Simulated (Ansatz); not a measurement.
C3H4Se (`[Se]=C1CC1`) at its PBE0-D4/def2-TZVP geometry, where that method's forces vanish. The species carries charge 0 and has multiplicity 1.

```xyz
8

Se   -0.8130   -2.3188   -0.8145
C    -0.2686   -0.7650   -0.2686
C    -0.1020    0.6565   -0.5385
C     0.3450    0.0361    0.7817
H    -0.9891    1.2827   -0.5421
H     0.6579    0.9547   -1.2545
H     1.4085   -0.0876    0.9625
H    -0.2387    0.2414    1.6740
```

(1) What forces (eV/Å) does B3LYP-D4/def2-TZVPP give on these atoms in the Gaussian-basis code of Ansatz? (Estimate.)

## Answers

(1) Computed: 
```
Se1 -0.111 -0.316 -0.111
C2   0.044  0.122  0.043
C3  -0.052  0.226 -0.224
C4   0.124 -0.019  0.297
H5   0.061 -0.021 -0.013
H6  -0.053  0.002  0.036
H7  -0.062  0.015  0.010
H8   0.051 -0.009 -0.039
```

B3LYP here is the variant with VWN-RPA as its local correlation; programs differ in this.
